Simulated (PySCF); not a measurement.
## Two-component Hartree-Fock for Mn+ (manganese, charge +1)

Start: [Ar] 3d4 4s1 4p1; 3d5/2 filled at m_j = -1/2, +1/2, +3/2, +5/2; 4s1/2 filled at m_j = +1/2; 4p3/2 filled at m_j = +3/2. Calculated with PySCF 2.14 in x2c-TZVPall-2c: generalised Hartree-Fock with the X2C-1e Hamiltonian and a Gaussian nucleus; one run each with spin-orbit coupling (SO) switched off, then screened by Boettger's factors. This is a chosen level, not necessarily the ground level.

```json
{"spinor shell": "1s1/2", "electrons": "2", "ε, spin-free (eV)": "-6615.3", "ε, screened SO (eV)": "-6615.3", "weight of nominal j (screened SO)": "1.000", "rms radius, screened SO (bohr)": "0.0703"}
{"spinor shell": "2s1/2", "electrons": "2", "ε, spin-free (eV)": "-821.29", "ε, screened SO (eV)": "-821.31", "weight of nominal j (screened SO)": "1.000", "rms radius, screened SO (bohr)": "0.302"}
{"spinor shell": "2p1/2", "electrons": "2", "ε, spin-free (eV)": "-694.77", "ε, screened SO (eV)": "-701.96", "weight of nominal j (screened SO)": "0.983", "rms radius, screened SO (bohr)": "0.271"}
{"spinor shell": "2p3/2", "electrons": "4", "ε, spin-free (eV)": "-694.77", "ε, screened SO (eV)": "-691.30", "weight of nominal j (screened SO)": "0.991", "rms radius, screened SO (bohr)": "0.274"}
{"spinor shell": "3s1/2", "electrons": "2", "ε, spin-free (eV)": "-122.14", "ε, screened SO (eV)": "-122.16", "weight of nominal j (screened SO)": "1.000", "rms radius, screened SO (bohr)": "0.905"}
{"spinor shell": "3p1/2", "electrons": "2", "ε, spin-free (eV)": "-83.810", "ε, screened SO (eV)": "-83.182", "weight of nominal j (screened SO)": "0.665", "rms radius, screened SO (bohr)": "0.966"}
{"spinor shell": "3d5/2", "electrons": "4", "ε, spin-free (eV)": "-33.061", "ε, screened SO (eV)": "-33.067", "weight of nominal j (screened SO)": "0.691", "rms radius, screened SO (bohr)": "1.18"}
{"spinor shell": "4s1/2", "electrons": "1", "ε, spin-free (eV)": "-18.678", "ε, screened SO (eV)": "-18.684", "weight of nominal j (screened SO)": "0.998", "rms radius, screened SO (bohr)": "2.88"}
{"spinor shell": "4p3/2", "electrons": "1", "ε, spin-free (eV)": "-13.097", "ε, screened SO (eV)": "-13.066", "weight of nominal j (screened SO)": "1.000", "rms radius, screened SO (bohr)": "3.36"}
```

Task: Where does 3p3/2 lie, and what is the 3p spin-orbit splitting (screened SO)?

Result: At -84.167 eV, -0.985 eV above 3p1/2.

| quantity | spin-free | screened SO |
| --- | --- | --- |
| E (hartree) | -1156.80008 | -1156.81250 |
| M_J | 6 | 6 |
| ⟨J²⟩ | 42.013 | 42.013 |
| ⟨L²⟩ | 12.012 | 12.018 |
| ⟨S²⟩ | 12.001 | 11.998 |

Each row is a mean over spinors that exchange with the open shell spreads, by up to 14.655 eV (3p3/2).

Rows whose weight is well below 1 are mixtures of j = l ± 1/2: exchange outweighs spin-orbit coupling there, and the label is only the starting occupation.

Without spin-orbit coupling the j labels of p, d and f shells carry no meaning; the spin-free column gives the mean over the occupied spinors of each nl shell.
